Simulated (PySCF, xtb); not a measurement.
CsBr, SMILES [Br][Cs].

Harmonic wavenumbers (cm⁻¹) from GFN2-xTB in xtb at its own minimum, in rising order: 123.

### Question
What does PBE-D3(BJ)/def2-TZVPD in PySCF give at its own minimum? (Estimate from the structure and the level; the computed values follow.)

### Answer
143. Paired by order, the mean absolute difference is 20 cm⁻¹ and the zero-point energies are 0.2 and 0.2 kcal/mol.
